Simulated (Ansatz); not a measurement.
Computed with Ansatz on PBE0-D4/def2-TZVP structures; ΔE is electronic, products minus reactants. CCSD(T)/CBS adds triple-zeta CCSD(T) − MP2 to the extrapolated MP2 energy (def2 sets, frozen cores). This one scheme is used for every species. Functionals use def2-TZVPP. B3LYP here is the variant with VWN-RPA as its local correlation; programs differ in this. Each species was taken in one conformer, which may not be the lowest.

Reaction (cleavage of the Si–Al bond): `[SiH3][NH][AlH][SiH2]Cl` + H₂S → `S[SiH2]Cl` + `[AlH2][NH][SiH3]`

**Question.** Is it downhill or uphill in electronic energy at CCSD(T)/CBS, and by how much? (Estimate.)

**Answer.** The calculation gave: Downhill: ΔE = -56.6 kJ/mol.

**Question.** What do these levels give: BLYP-D4, B3LYP-D4, r2SCAN0-D4, BHLYP-D4, CAM-B3LYP-D4, LC-ωPBE, RPA@PBE/def2-TZVPP, CCSD/def2-SVP, SCS-MP2/def2-TZVPP, CCSD(T)/def2-TZVPP, HF/CBS(def2), MP2/CBS(def2)? (Estimate.)

**Answer.** Computed: BLYP-D4 -52.5, B3LYP-D4 -54.1, r2SCAN0-D4 -58.2, BHLYP-D4 -56.8, CAM-B3LYP-D4 -56.9, LC-ωPBE -56.9, RPA@PBE/def2-TZVPP -51.8, CCSD/def2-SVP -51.2, SCS-MP2/def2-TZVPP -63.7, CCSD(T)/def2-TZVPP -54.4, HF/CBS(def2) -67.5, MP2/CBS(def2) -67.4 kJ/mol.

Largest T1 diagnostic among the species: 0.012.

From BLYP to BHLYP (50 % exact exchange), in def2-TZVPP and without D4, ΔE moves by −4.9 kJ/mol. At CCSD(T), def2-SVP lies +5.9 kJ/mol from the extrapolated value and def2-TZVPP +2.2 kJ/mol. Leaving LDA and LC-ωPBE aside and taking each functional with its dispersion term where it has one, the values, not all of them listed here, spread over 21.4 kJ/mol, from B97M-V to PBE-D4.
